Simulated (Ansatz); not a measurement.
`BCB(C)Cl` and `CNB(C)Cl` differ in one atom or group.

Ansatz, PBE0-D4/def2-TZVP geometries, multiplicity 1. Each molecule was computed in one conformer, which needn't be the lowest.

```tsv
property	`BCB(C)Cl`
HOMO–LUMO gap (PBE0/def2-TZVPP) / eV	6.54
HOMO–LUMO gap (ωB97M-V/def2-TZVPP) / eV	10.78
LUMO energy (ωB97M-V/def2-TZVPP) / eV	0.11
size of the dipole moment (ωB97M-V/def2-TZVPP) / D	1.51
size of the dipole moment (B3LYP/def2-TZVPP) / D	1.50
size of the dipole moment (PBE/def2-TZVPP) / D	1.46
```

Question: Give the same properties after the change, and the shifts. (Best estimate.)

Answer: Computed: 
```tsv
property	`CNB(C)Cl`	shift
HOMO–LUMO gap (PBE0/def2-TZVPP) / eV	8.41	1.87
HOMO–LUMO gap (ωB97M-V/def2-TZVPP) / eV	11.94	1.16
LUMO energy (ωB97M-V/def2-TZVPP) / eV	1.99	1.88
size of the dipole moment (ωB97M-V/def2-TZVPP) / D	2.61	1.10
size of the dipole moment (B3LYP/def2-TZVPP) / D	2.62	1.12
size of the dipole moment (PBE/def2-TZVPP) / D	2.61	1.15
```

With PBE0 the HOMO rises by 0.74 eV and the LUMO rises by 2.60 eV, so the gap widens by about 1.86 eV. PBE moves the HOMO by 0.73 eV and ωB97M-V by 0.72 eV. Dipoles are sizes alone; their direction can turn.

B3LYP here is the variant with VWN-RPA as its local correlation; programs differ in this.
